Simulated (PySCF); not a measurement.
Gas-phase reaction: 2 WO2(OH)2 = W2O6 + 2 OH + 2 H

Method: PySCF energies (xtb for GFN2) plus ideal-gas RRHO corrections (1 bar). † marks an energy on the PBE0/def2-TZVP geometry and frequencies; other levels use their own. MP2 and CCSD(T) freeze the core. Open shells (unrestricted): OH (multiplicity 2, electronic degeneracy 4), H (multiplicity 2); the rest are closed-shell singlets. GFN2 has no spin-polarisation term. Spin-orbit splitting is ignored; it lowers the true energy and changes the entropy of OH. B3LYP is the form with VWN-RPA correlation. W: scalar-relativistic def2 core potential, no spin-orbit coupling. No R ln 2 is added for the mirror-image form of WO2(OH)2. W2O6: computed as isolated molecules; such fragments, hydroxides, amides, oligomers or adducts are transient or little studied in the gas. MP2 isn't extrapolated to the basis-set limit; its ΔH°(298 K) is 1082.7 kJ in def2-SVP and 1123.8 kJ in def2-TZVPP. CCSD(T) isn't extrapolated to the basis-set limit. The harmonic model lacks anharmonicity and excited electronic states, which grow with temperature; levels with a mode under 35 cm⁻¹ are left out. Soft modes under 120 cm⁻¹ make the harmonic entropy rough for W2O6. Warning, large T1 diagnostic: W2O6, WO2(OH)2 (CCSD(T)/def2-SVP†). Warning, point group unlike the PBE0 one: WO2(OH)2 (GFN2-xTB).

```json
[
 {"level": "B3LYP/def2-TZVP†", "ΔE electronic, kJ": "1199", "ΔH°(298 K), kJ": "1140", "ΔS°(298 K), J/K": "319", "ΔG°(800 K), kJ": "880"},
 {"level": "CCSD(T)/def2-SVP†", "ΔE electronic, kJ": "1141", "ΔH°(298 K), kJ": "1083", "ΔS°(298 K), J/K": "319", "ΔG°(800 K), kJ": "823"},
 {"level": "GFN2-xTB", "ΔE electronic, kJ": "1484", "ΔH°(298 K), kJ": "1436", "ΔS°(298 K), J/K": "318", "ΔG°(800 K), kJ": "1178"},
 {"level": "MP2/def2-TZVPP†", "ΔE electronic, kJ": "1182", "ΔH°(298 K), kJ": "1124", "ΔS°(298 K), J/K": "319", "ΔG°(800 K), kJ": "864"},
 {"level": "PBE/def2-SVP", "ΔE electronic, kJ": "1234", "ΔH°(298 K), kJ": "1178", "ΔS°(298 K), J/K": "313", "ΔG°(800 K), kJ": "924"},
 {"level": "PBE/def2-TZVP†", "ΔE electronic, kJ": "1205", "ΔH°(298 K), kJ": "1146", "ΔS°(298 K), J/K": "319", "ΔG°(800 K), kJ": "886"},
 {"level": "PBE0/def2-TZVP", "ΔE electronic, kJ": "1184", "ΔH°(298 K), kJ": "1125", "ΔS°(298 K), J/K": "319", "ΔG°(800 K), kJ": "865"},
 {"level": "LDA/def2-TZVP†", "ΔE electronic, kJ": "1381", "ΔH°(298 K), kJ": "1323", "ΔS°(298 K), J/K": "319", "ΔG°(800 K), kJ": "1063"},
 {"level": "ωB97X-V/def2-TZVP†", "ΔE electronic, kJ": "1197", "ΔH°(298 K), kJ": "1139", "ΔS°(298 K), J/K": "319", "ΔG°(800 K), kJ": "879"}
]
```
ΔH° is lowest at CCSD(T)/def2-SVP† and highest at GFN2-xTB. No reference value is set beside these.
